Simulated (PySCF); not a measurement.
Species: SiEt2(NMe2)2, C₈H₂₂N₂Si.
SMILES: `CC[Si](CC)(N(C)C)N(C)C`

The closed-shell ground state was solved at several levels (PySCF, density fitting, gas phase, non-relativistic). The structure is a single PBE0-D3(BJ)/def2-SVP conformer in the gas phase; no vibrational or solvent corrections.

```tsv
level	basis functions	total energy (Eh)	HOMO (eV)	LUMO (eV)	gap (eV)	dipole (D)
PBE0/pcSseg-1	304	-716.4338	-5.86	1.02	6.88	0.05
KT2/pcSseg-1	304	-726.9006	-4.71	0.04	4.75	0.04
```

Problem. Estimate the row for B3LYP/def2-SVPD, a basis of 400 functions; the other rows only guide the guess.

Solution. Total energy -716.7949 Eh, HOMO -5.70 eV, LUMO 0.22 eV, gap 5.92 eV, dipole 0.06 D.

Problem. Over all these levels, which gives the widest orbital gap and which the narrowest?

Solution. PBE0/pcSseg-1 (global hybrid, 25 % exact exchange) has the widest, 6.88 eV, and KT2/pcSseg-1 (GGA) the narrowest, 4.75 eV. The two share the basis. From the narrowest to the widest the HOMO moves by -1.15 eV and the LUMO by +0.98 eV.

Problem. How far do the dipole and the HOMO energy spread over the levels?

Solution. The dipole runs from 0.04 to 0.06 D (mean 0.05 D) and the HOMO from -5.86 to -4.71 eV.
